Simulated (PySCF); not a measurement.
# Electron correlation in Lu⁴³⁺ (lutetium, charge +43)

Starting occupation: [Ar] 3d10. All numbers are calculated (PySCF 2.14, X2C-1e with screened-nucleus spin-orbit coupling, Gaussian nucleus, in an even-tempered Gaussian basis (18 s from 3.4 bohr⁻², ratio 2.6; 15 p from 4.4 bohr⁻², ratio 2.6; 10 d from 4.4 bohr⁻², ratio 2.6; 5 f from 4.5 bohr⁻², ratio 2.8)). Frozen: [Ar]; 10 electrons correlated; the 98 highest virtual spinors left out.

MP2 pair energies summed by pair of shells (mhartree):

| pair | energy | share (%) |
| --- | --- | --- |
| 3d3/2-3d5/2 | -188.58 | 49.7 |
| 3d5/2-3d5/2 | -133.38 | 35.1 |
| 3d3/2-3d3/2 | -57.62 | 15.2 |

Total MP2 correlation energy: -379.58 mhartree.

The virtual space was cut to 70 spinors, which keep -375.19 of the -379.58 mhartree of MP2 correlation.

| level | correlation energy (mhartree) |
| --- | --- |
| CCSD | -371.47 |
| (T) | -0.17 |
| CCSD(T) | -371.64 |

Diagnostics: T1 = 5.4e-05, largest double amplitude 0.005.

Cost of the coupled-cluster step: 66 s of wall time on 1 thread of Neoverse-V2 (shared host), for 10 occupied and 70 virtual spinors.

At this charge the one-electron X2C treatment keeps the bare 1/r₁₂, with no two-electron picture change or Breit term. The effect here is smaller than on the frozen 1s shell.
